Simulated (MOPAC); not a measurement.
MOPAC input (PM7):

```
PM7 1SCF CHARGE=-1 GEO-OK AUX(PRECISION=9) THREADS=1
H2Sb

Sb   -0.01789393 1   -0.02052109 1    0.03712467 1
H    -0.47119233 1    1.33856049 1   -0.94307278 1
H     1.38378293 1   -0.29198507 1   -0.95028532 1
```

### Question
What heat of formation does the run end on, and which ionisation energy by Koopmans theorem?

### Answer
21.66 kcal/mol; 1.48 eV.
